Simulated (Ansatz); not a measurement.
`C[CH](C)[Mg][OH]` → `[OH][MgH]` + `C=CC` at 298.15 K and 1 bar (β-hydride elimination).

Computed with Ansatz on PBE0-D4/def2-TZVP structures; ΔE is electronic, products minus reactants. CCSD(T)/CBS is the MP2 limit (def2-TZVPP, def2-QZVPP) plus CCSD(T) − MP2 in def2-TZVPP, frozen cores. For Mg outer-core shells are correlated without core-valence functions, which leaves a few kJ/mol of doubt a bond. Each species was taken in one conformer, which may not be the lowest.

```csv
species,CCSD(T)/CBS energy (Eh),H − E (kJ/mol),S (J/(mol·K))
`C[CH](C)[Mg][OH]`,-394.08036,298.3,381.6
`[OH][MgH]`,-276.29839,59.0,252.1
`C=CC`,-117.74610,222.5,264.5
```

H − E and S are ideal-gas, rigid-rotor, harmonic terms from PBE0-D4/def2-TZVP, for one conformer and one mirror image of each species. 1 Eh = 2625.50 kJ/mol, R = 8.31446 J/(mol·K).

Problem. By hand: ΔE, ΔH, ΔS and ΔG.

Solution. ΔE = (-276.29839) + (-117.74610) − (-394.08036) = 0.03587 Eh = 94.2 kJ/mol. Δ(H − E) = 59.0 + 222.5 − 298.3 = -16.8, so ΔH = 77.4 kJ/mol. ΔS = 252.1 + 264.5 − 381.6 = 135.0 J/(mol·K). ΔG = 77.4 − 298.15 × (135.0)/1000 = 37.1 kJ/mol.

Problem. By hand: the equilibrium constant, and the temperature at which ΔG would vanish if ΔH and ΔS stayed fixed.

Solution. log₁₀ K = −ΔG/(RT ln 10) = -6.5. ΔG = 0 at ΔH/ΔS = 573 K.

The number of gas molecules changes by +1, which sets the sign of ΔS. A doubt of 5 kJ/mol in ΔE shifts log₁₀ K by 0.9 here. Other conformers and mirror images would add mixing entropy, several J/(mol·K) or more a flexible species. These are equilibria of isolated gas molecules and say nothing of rates. Largest T1 diagnostic: 0.010 (customary marks: 0.02 for closed shells, 0.045 for open ones).
